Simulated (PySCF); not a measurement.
**BeH2: bending curve**

Computed with PBE0/[Be def2-TZVP, H def2-TZVP], no relativity, density fitting, PySCF.

Rigid scan from the singlet minimum (Be–H 1.339 Å (×2); H–Be–H 180.0°). Coordinate: the H–Be–H angle, bonds fixed. Energies in kJ/mol from the minimum.

```tsv
bond angle (°)	E (kJ/mol)	dipole size (D)
80	236.8	3.40
90	185.9	3.22
100	142.6	2.97
110	106.3	2.67
120	76.4	2.34
130	52.1	1.98
140	32.9	1.61
150	18.3	1.22
160	8.1	0.82
170	2.0	0.41
180	0.0	0.00
```

Other isomers or separated fragments may lie lower.

The scan took 1.8 s on 2 threads of a shared Arm Neoverse V2 host; the process peaked at 0.41 GiB.
